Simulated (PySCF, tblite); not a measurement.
A set of runs on `C/N=C/c1c[c]c(S)s1` [radical]; the geometry of each is named by its level. Settings lines and outputs come from a driver script.

C₆H₆NS₂ (doublet state).
Atom-mapped SMILES: `[CH3:1]/[N:2]=[CH:3]/[c:4]1[cH:5][c:6][c:7]([SH:8])[s:9]1` (hydrogens: H10, H11, H12 on C1; H13 on C3; H14 on C5; H15 on S8)

Step 1: GFN2-xTB geometry optimisation, gas phase (tblite 0.8.0) (from a force-field or distance-geometry start)
```json
{"job": {"kind": "relax", "xc": "GFN2-xTB", "basis": "xTB"}, "charge": 0, "multiplicity": 2}
```
```
step      E/eV     max force
  0    -683.61122    5.008
  1    -684.05958    2.282
  2    -684.24210    1.084
...
110    -685.09528    0.014
111    -685.09532    0.021
112    -685.09536    0.017
113    -685.09539    0.013
114    -685.09541    0.009
```

Energy lowered by 34.2 kcal/mol over 114 steps; largest atomic force 0.009 eV/Å at the end. «max force» is the largest atomic force in eV/Å.

Step 2: GFN2-xTB harmonic vibrations, gas phase (tblite 0.8.0) (on the GFN2-xTB geometry)
```json
{"job": {"kind": "ir", "xc": "GFN2-xTB", "basis": "xTB"}, "charge": 0, "multiplicity": 2}
```
```
(table of modes left out)
```

39 modes from 61 to 3160 cm⁻¹ (unscaled, harmonic); zero-point energy 61.7 kcal/mol; all wavenumbers are real at this level.

Step 3: UKS B3LYP, pcH-1 on C H N S, non-relativistic, mean-field spin-orbit, GIAO (PySCF 2.14.0) (on the GFN2-xTB geometry)
```json
{"job": {"kind": "epr", "basis": "pcH-1"}, "charge": 0, "multiplicity": 2}
```
```
...
E = -1083.28102636 Eh   <S^2> = 0.7577 (exact 0.7500)
g shifts (ppm)      1          2          3
  rmc          -173       -173       -173
  gc             21        -44          7
  oz_so       -1977      -1533       1431
  total       -2129      -1751       1266
hyperfine (MHz)  atom isotope    a_iso     a_fc   dipolar eigenvalues
    0   13C       0.86       0.86     -0.18     -0.16      0.34
    1   14N       0.46       0.46     -0.42      0.04      0.38
    2   13C       2.02       2.02     -1.99     -0.61      2.60
    3   13C      62.11      62.15     -4.75     -0.86      5.61
    4   13C      41.08      41.03    -11.00     -2.32     13.32
    5   13C     431.37     431.68    -75.69    -58.91    134.60
    6   13C      43.07      43.17    -14.96     -2.84     17.79
    7   33S       1.94       1.86     -4.19     -1.37      5.56
    8   33S       0.32       0.28    -10.67    -10.31     20.98
    9    1H       0.98       0.98     -0.42     -0.35      0.77
   10    1H       0.95       0.95     -0.42     -0.35      0.77
   11    1H       0.10       0.10     -0.48     -0.34      0.81
   12    1H      12.44      12.44     -1.63     -0.12      1.75
   13    1H      24.72      24.71     -6.29     -5.14     11.43
   14    1H      -2.37      -2.36     -4.44     -3.17      7.61
```

⟨S²⟩ 0.758; g_iso 2.0014. rmc, gc and oz_so are the mass-correction, gauge-correction and orbital-Zeeman/spin–orbit parts of the g shift along its three principal axes; a_iso is the isotropic hyperfine coupling and a_fc its Fermi-contact part. The log counts atoms from 0, this text from 1.

Problem. Which step took the most CPU time, and about what did each take on one thread, Arm Neoverse N1 (aarch64) (shared host)?

Solution. Step 3, about 99 % of the total. CPU time by step: 1: 1.4 s, 2: 0.98 s, 3: 3.5 min.

Geometry of the electronic-property runs (GFN2-xTB):
```
atom  x, y, z in Å
C1    -3.263   -0.251   -0.270
N2    -1.914    0.173   -0.433
C3    -0.952   -0.518    0.005
C4     0.412   -0.115   -0.147
C5     0.910    1.019   -0.753
C6     2.293    1.045   -0.694
C7     2.903    0.017   -0.090
S8     4.598   -0.310    0.176
S9     1.686   -1.132    0.489
H10   -3.796    0.519    0.291
H11   -3.722   -0.316   -1.258
H12   -3.361   -1.216    0.246
H13   -1.089   -1.476    0.533
H14    0.278    1.762   -1.199
H15    5.012    0.805   -0.425
```

 (This holds for the electronic-property runs.)

One conformer stands for the species.
